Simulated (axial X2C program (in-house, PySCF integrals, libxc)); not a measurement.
Spin–orbit effects down a group: molecules with K, PBE0

Calculated with an axial X2C code built on PySCF integrals, spin-free (one-electron X2C) or two-component (2c: spin–orbit coupling with atomic mean-field Coulomb and Gaunt terms, which also bring small scalar terms), in Dyall basis sets with cores contracted in-house; open shells are unrestricted.

Basis sets: K dyall-cv3z, O dyall-av3z, S dyall-av3z, Se dyall-cv3z, Te dyall-cv3z.

```json
{"molecule": "KO", "spin-free state": "M_S = 1/2, Λ = 0", "Re (Å)": "2.152", "ωe (cm⁻¹)": "426.2", "De (eV)": "2.78", "2c state": "Ω = 1/2", "Re 2c (Å)": "2.152", "ωe 2c (cm⁻¹)": "426.1", "De 2c (eV)": "2.78"}
{"molecule": "KS", "spin-free state": "?", "Re (Å)": "?", "ωe (cm⁻¹)": "?", "De (eV)": "?", "2c state": "?", "Re 2c (Å)": "?", "ωe 2c (cm⁻¹)": "?", "De 2c (eV)": "?"}
{"molecule": "KSe", "spin-free state": "M_S = 1/2, Λ = 1", "Re (Å)": "2.938", "ωe (cm⁻¹)": "196.7", "De (eV)": "2.43", "2c state": "Ω = 3/2", "Re 2c (Å)": "2.939", "ωe 2c (cm⁻¹)": "196.2", "De 2c (eV)": "2.47"}
{"molecule": "KTe", "spin-free state": "M_S = 1/2, Λ = 1", "Re (Å)": "3.156", "ωe (cm⁻¹)": "169.1", "De (eV)": "2.24", "2c state": "Ω = 3/2", "Re 2c (Å)": "3.160", "ωe 2c (cm⁻¹)": "167.8", "De 2c (eV)": "2.20"}
```

(1) Estimate the 2c Re and ωe of KS as the mean of its neighbours in the table.

Each entry is the lowest single determinant of a limited PBE0 search at one distance. De goes to single-determinant-based atoms at the same level (for ions the charge split of lowest energy) and is withheld (n/a) where an atom does not fit its ground term or J level. Main or longest-lived isotopes. One determinant is a doubtful description, or other states lie close, for KO, KS, KSe, KTe; these need not be ground states, and all values refer to the states named. Some light 2c atoms are not at their ground J level, so De misses part of their lowering (0.04 eV or less). The functionals have no current term, which raises determinants with orbital currents.

Results:

(1) Re ≈ 2.546 Å, ωe ≈ 311.1 cm⁻¹. The PBE0 runs give the row below, so the estimate misses by -0.266 Å and 57.7 cm⁻¹.

```json
{"molecule": "KS", "spin-free state": "M_S = 1/2, Λ = 1", "Re (Å)": "2.812", "ωe (cm⁻¹)": "253.5", "De (eV)": "2.60", "2c state": "Ω = 3/2", "Re 2c (Å)": "2.812", "ωe 2c (cm⁻¹)": "253.4", "De 2c (eV)": "2.62"}
```
